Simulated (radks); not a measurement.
Spherical quantum dot in the effective-mass picture: electrons in a hard-walled sphere of radius 2.67, with a point charge +2 (a donor) at the centre, all in effective atomic units (hartree* = m*/eps^2 hartree, bohr* = eps/m* bohr), one dielectric constant everywhere. Method: non-relativistic Kohn-Sham, LDA (Slater exchange, Perdew-Wang correlation), spin-polarised, spherical densities; computed with a radial shooting solver with Libxc functionals. Levels are named by radial order and angular momentum (1s, 1p, 1d, 2s, ...), and open shells are averaged over m. Results are scaled to m* = 0.038 and eps = 6.3, for which hartree* = 26.05 meV and bohr* = 8.773 nm.

N = 25, configuration 1s2 1p6 1d10 2s2 1f(up 5, down 0). This is the lowest configuration that the search found. Occupied and some empty levels:

level    occupation  eigenvalue (meV)  <r> (nm)
1s up             1            304.66     13.43
1s down           1            306.31     13.16
1p up             3            318.44     15.80
1p down           3            320.60     15.75
1d up             5            336.41     16.56
1d down           5            338.71     16.54
2s up             1            340.96     9.403
2s down           1            341.82     9.600
1f up             5            360.07     17.11
1f down           0            362.44     17.09
1g up             0            389.10     17.54
1g down           0            391.52     17.53
2p up             0            394.81     11.81
2p down           0            395.87     11.81
2d up             0            437.13     13.19
2d down           0            438.45     13.18

Energy (meV): total 4406.40, kinetic 1586.3, external -880.06, Hartree 4107.5, exchange-correlation -407.31.

Electron density:

r (nm)  n(r) (e/nm^3)
0.648        0.005530
1.82         0.003288
2.98         0.001989
4.15         0.001230
5.32        0.0007876
6.48        0.0005390
7.65        0.0004151
8.82        0.0003772
9.98        0.0004020
11.2        0.0004728
12.3        0.0005736
13.5        0.0006850
14.7        0.0007821
15.8        0.0008357
17.0        0.0008181
18.2        0.0007139
19.3        0.0005327
20.5        0.0003149
21.7        0.0001228
22.8       0.00001435
